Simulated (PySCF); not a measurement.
SnHFBr₂, SMILES [Br][SnH]([F])[Br].

Coordinates come from a r2SCAN-D4/def2-SVP optimisation. The structure was generated by enumeration; whether it is a known compound was not checked. The def2 effective core potentials stand for the cores of Sn; spin–orbit coupling is left out.

Two levels are set side by side: TDA-PBE/def2-SVPD (PySCF) and TDA-CAM-B3LYP/def2-SVPD (PySCF). Vertical, same geometry. The lowest singlet is HOMO→LUMO 79 %, HOMO−1→LUMO 20 % with PBE and HOMO→LUMO 86 % with the other functional; states are paired by order. Differences are taken from unrounded values.

```csv
quantity,TDA-PBE
lowest singlet excitation (eV),4.18
lowest triplet excitation (TDA) (eV),3.82
```

**Question.** These are the TDA-PBE values. What does TDA-CAM-B3LYP give? (Estimate from the structure and the level; the computed values follow.)

**Answer.** 
```json
[
 {"quantity": "lowest singlet excitation (eV)", "TDA-CAM-B3LYP": "5.07", "TDA-PBE minus TDA-CAM-B3LYP": "-0.89"},
 {"quantity": "lowest triplet excitation (TDA) (eV)", "TDA-CAM-B3LYP": "4.56", "TDA-PBE minus TDA-CAM-B3LYP": "-0.74"}
]
```

A lower first singlet is the usual sign of a functional without exact exchange. Differences between two approximate levels are no errors against the true value.

Rough cost on one machine, each run with all the roots and properties that it gave: TDA-CAM-B3LYP against TDA-PBE about 4 times.
